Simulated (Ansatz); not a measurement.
System: CH₄BO₂, charge 0, multiplicity 2. It need not be the lowest isomer of its formula. 
Geometry from a B3LYP-D3(BJ)/def2-TZVP (Ansatz, a quantum-chemistry and plane-wave program) optimisation:
```xyz
8

C      1.3854    -0.6544     0.0134
B     -0.0010     0.0148     0.0055
O     -1.1450    -0.6042    -0.4489
O     -0.1181     1.2959     0.4729
H      2.2644    -0.1372     0.3784
H      1.5649    -1.6645    -0.3386
H     -1.0075    -1.5006    -0.7654
H     -1.0240     1.6218     0.4252
```
Charge 0, spin multiplicity 2.

Quantity: atomisation energy (electronic, to ground-state atoms), in eV. Cores are frozen in the correlated levels unless marked. UHF or UKS for open shells. Spin-orbit coupling is left out. Non-relativistic. The coupled-cluster limit lacks core correlation, which all-electron functionals hold. Basis-set limits of correlation are two-point, X^-3; Hartree-Fock from the larger set.

```
level            program  atomisation energy (eV)
---------------  -------  -----------------------
PBE/def2-TZVPD    Ansatz                    34.79
PBE0/def2-TZVPD   Ansatz                    34.05
```

Q: What does CCSD(T)/CBS(aug-cc-pVTZ,aug-cc-pVQZ) (Ansatz) give?

A: 34.08 eV, so PBE0/def2-TZVPD differs from it by -0.03 eV.
